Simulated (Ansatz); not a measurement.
Isolated molecules relaxed with PBE0-D4/def2-TZVP in Ansatz; ΔE leaves out vibrations. CCSD(T)/CBS is the MP2 limit (def2-TZVPP, def2-QZVPP) plus CCSD(T) − MP2 in def2-TZVPP, frozen cores. DFT in def2-TZVPP. B3LYP here is the variant with VWN-RPA as its local correlation; programs differ in this. For Ge outer-core shells are correlated without core-valence functions, which leaves a few kJ/mol of doubt a bond. Scalar relativity is left out up to krypton. Each species was taken in one conformer, which may not be the lowest.

`Cl[SiH2][SiH2][GeH3]` + `[SH][GeH3]` → `S[SiH2][GeH3]` + `Cl[SiH2][GeH3]`  (redistribution)

| level | ΔE (kcal/mol) | difference from CCSD(T)/CBS |
| --- | --- | --- |
| PBE-D4 | -4.3 | 0.7 |
| r2SCAN-D4 | -4.8 | 0.2 |
| PBE0-D4 | -4.2 | 0.8 |
| B3LYP-D4 | -4.5 | 0.5 |
| ωB97X-V | -4.3 | 0.7 |
| ωB97M-V | -5.2 | -0.2 |
| B2PLYP | -4.9 | 0.1 |
| PBE | -4.6 | 0.4 |
| r2SCAN | -4.9 | 0.1 |
| PBE0 | -4.5 | 0.5 |
| B3LYP | -5.0 | 0.0 |
| HF/def2-TZVPP | -4.0 | 1.0 |
| MP2/def2-TZVPP | -4.8 | 0.2 |
| SCS-MP2/def2-TZVPP | -4.5 | 0.5 |
| CCSD/def2-TZVPP | -4.3 | 0.7 |
| CCSD(T)/def2-TZVPP | -4.2 | 0.8 |
| HF/def2-QZVPP | -4.1 | 0.9 |
| MP2/def2-QZVPP | -5.3 | -0.3 |
| SCS-MP2/def2-QZVPP | -4.9 | 0.1 |
| HF/CBS(def2) | -4.1 | 0.9 |
| MP2/CBS(def2) | -5.6 | -0.6 |
| CCSD/CBS(def2) | -5.2 | -0.2 |
| CCSD(T)/CBS | -5.0 | 0 |

Largest T1 diagnostic among the species: 0.012.
